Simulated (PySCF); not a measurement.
Mo(NH)2(Cl)(NH2) (ClH4MoN3), SMILES [NH2][Mo](=[NH])(=[NH])[Cl], multiplicity 1.

Coordinates come from a r2SCAN-D4/def2-SVP optimisation. The multiplicity is an assumed one; other spin states were not compared. The def2 effective core potentials stand for the cores of Mo; spin–orbit coupling is left out. The values are those of a single conformer.

Level of theory: r2SCAN-D4/def2-SVP run with PySCF 2.14.0.

Frequencies are harmonic and unscaled.

```csv
mode,ν (cm⁻¹),IR (km/mol),Raman (Å⁴/amu),depolarisation,moving atoms (share of kinetic energy)
1,154,0.8,4.0,0.73,"N 45 %, Cl 27 %, Mo 15 %, H 14 %"
2,178,4.8,5.6,0.75,"N 45 %, Cl 24 %, H 16 %, Mo 14 %"
3,223,21.3,4.1,0.75,"N 50 %, H 28 %, Cl 14 %, Mo 8 %"
4,235,0.7,5.1,0.75,"N 66 %, H 25 %, Mo 9 %"
5,278,10.9,9.4,0.73,"N 64 %, H 27 %"
6,325,171.3,1.1,0.75,"H 82 %, N 17 %"
7,393,10.6,3.8,0.01,"Cl 63 %, Mo 28 %"
8,410,85.5,0.2,0.75,H 95 %
9,486,132.9,1.1,0.51,"H 78 %, N 21 %"
10,589,132.2,4.3,0.15,"H 61 %, N 38 %"
11,604,1.2,2.4,0.75,"H 86 %, N 13 %"
12,703,6.5,0.7,0.75,"H 79 %, N 21 %"
13,715,102.3,4.4,0.38,"H 66 %, N 31 %"
14,731,141.3,17.2,0.21,"N 61 %, H 23 %, Mo 16 %"
15,987,132.0,12.6,0.75,"N 73 %, Mo 19 %"
16,1010,50.0,45.1,0.03,"N 82 %, Mo 11 %"
17,1501,25.7,13.0,0.50,"H 89 %, N 11 %"
18,3547,113.3,143.3,0.19,H 96 %
19,3586,126.1,179.7,0.75,H 93 %
20,3590,163.9,243.1,0.12,H 92 %
21,3656,48.6,60.8,0.75,"H 91 %, N 9 %"
```
